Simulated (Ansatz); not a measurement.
Mulliken charges of C$_{2}$H$_{4}$F$_{2}$OSi (`C[Si](F)(F)C=O`) from B3LYP/def2-TZVPP in Ansatz (PBE0-D4/def2-TZVP geometry).

```json
{"atom": "C1", "x (Å)": "-0.696", "y (Å)": "-0.892", "z (Å)": "0.903", "charge (e)": "-0.390"}
{"atom": "Si2", "x (Å)": "0.456", "y (Å)": "-0.319", "z (Å)": "-0.404", "charge (e)": "0.827"}
{"atom": "F3", "x (Å)": "1.964", "y (Å)": "-0.679", "z (Å)": "-0.047", "charge (e)": "-0.314"}
{"atom": "F4", "x (Å)": "0.147", "y (Å)": "-1.019", "z (Å)": "-1.799", "charge (e)": "-0.314"}
{"atom": "C5", "x (Å)": "0.377", "y (Å)": "1.572", "z (Å)": "-0.688", "charge (e)": "0.013"}
{"atom": "O6", "x (Å)": "-0.378", "y (Å)": "2.249", "z (Å)": "-0.032", "charge (e)": "-0.244"}
{"atom": "H7", "x (Å)": "-0.463", "y (Å)": "-0.406", "z (Å)": "1.853", "charge (e)": "0.119"}
{"atom": "H8", "x (Å)": "-1.725", "y (Å)": "-0.640", "z (Å)": "0.638", "charge (e)": "0.119"}
{"atom": "H9", "x (Å)": "-0.621", "y (Å)": "-1.973", "z (Å)": "1.034", "charge (e)": "0.114"}
{"atom": "H10", "x (Å)": "1.023", "y (Å)": "2.057", "z (Å)": "-1.457", "charge (e)": "0.070"}
```

Task: By hand: the dipole of these point charges (1 e Å = 4.8032 D).

Result: Σ q r = (-0.177, -0.116, 0.205) e Å, of length 0.295 e Å = 1.42 D.

Task: How does the dipole of the full density compare? (Estimate.)

Result: The calculation gave: (-0.051, -0.172, 0.084) e Å, 0.95 D; the point charges give 1.49 times that, at 38° from its direction.

Point charges leave out the atoms' own dipoles, such as those of lone pairs, and Mulliken's split depends on the basis, so the two needn't agree.

B3LYP here is the variant with VWN-RPA as its local correlation; programs differ in this.
